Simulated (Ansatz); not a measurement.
A structure relaxed at r2SCAN-D4/def2-SVP in Ansatz, charge 0, singlet:

```xyz
24

N     1.006   -1.518   -1.151
N    -2.039   -0.326    0.636
N    -0.100    1.713   -1.316
N     1.127    0.135    1.828
In    0.964    0.204   -2.576
In   -2.236    1.444   -0.714
In    2.233   -1.457    0.716
In   -0.949   -0.200    2.583
H     1.405   -2.291   -1.696
H     0.056   -1.843   -0.950
H    -3.004   -0.551    0.900
H    -1.745   -1.154    0.109
H    -0.105    2.563   -1.891
H     0.473    1.984   -0.511
H     1.193    1.031    1.336
H     1.686    0.294    2.674
H    -0.170   -0.204   -3.815
H     2.609    0.719   -2.684
H    -3.024    0.889   -2.148
H    -2.621    2.754    0.344
H     1.894   -2.913    1.582
H     3.739   -0.768    0.225
H    -0.921   -1.797    3.241
H    -1.472    1.292    3.279
```

Problem. Give its formula and point group.

Solution. In₄N₄H₁₆, a cluster cut from zinc blende InN (hydrogen-capped). Point group D2d (tolerance 0.1 Å).

Problem. Summarise the bond lengths by kind (pairs closer than 1.2 times the sum of covalent radii, bridged metal pairs left out).

Solution. 8 × In–N 2.23 to 2.24 Å; 8 × H–In 1.73 Å; 8 × H–N 1.02 to 1.03 Å.

In the def2 sets In takes a core potential; there is no spin–orbit coupling.
